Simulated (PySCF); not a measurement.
Species: H₁₁NSi₅.
Numbering: `[NH2:1][SiH:2]1[SiH2:3][SiH2:4][SiH2:5][SiH2:6]1` (hydrogens: H7, H8 on N1; H9 on Si2; H10, H11 on Si3; H12, H13 on Si4; H14, H15 on Si5; H16, H17 on Si6)

The closed-shell ground state was solved at several levels (PySCF, density fitting, gas phase, non-relativistic). One conformer (not necessarily the lowest) at the PBE0-D3(BJ)/def2-SVP geometry, without solvent, vibrations or thermal averaging.

```json
{"level": "PBE0/pcSseg-1", "basis functions": "192", "HOMO (eV)": "-7.43", "LUMO (eV)": "-0.85", "gap (eV)": "6.58", "dipole (D)": "1.78"}
{"level": "HF/pcSseg-1", "basis functions": "192", "HOMO (eV)": "-9.68", "LUMO (eV)": "2.34", "gap (eV)": "12.02", "dipole (D)": "1.81"}
```

Estimate the row for wB97X-D/def2-SVPD, a basis of 228 functions; the other rows only guide the guess.

HOMO -9.06 eV, LUMO 0.87 eV, gap 9.93 eV, dipole 1.64 D.

Over all these levels, which gives the widest orbital gap and which the narrowest?

HF/pcSseg-1 (Hartree–Fock, all exact exchange) has the widest, 12.02 eV, and PBE0/pcSseg-1 (global hybrid, 25 % exact exchange) the narrowest, 6.58 eV. The two share the basis. From the narrowest to the widest the HOMO moves by -2.25 eV and the LUMO by +3.19 eV. The HOMO need not be the same orbital at Hartree–Fock and at DFT levels.

How far do the dipole and the HOMO energy spread over the levels?

The dipole runs from 1.64 to 1.81 D (mean 1.74 D) and the HOMO from -9.68 to -7.43 eV.
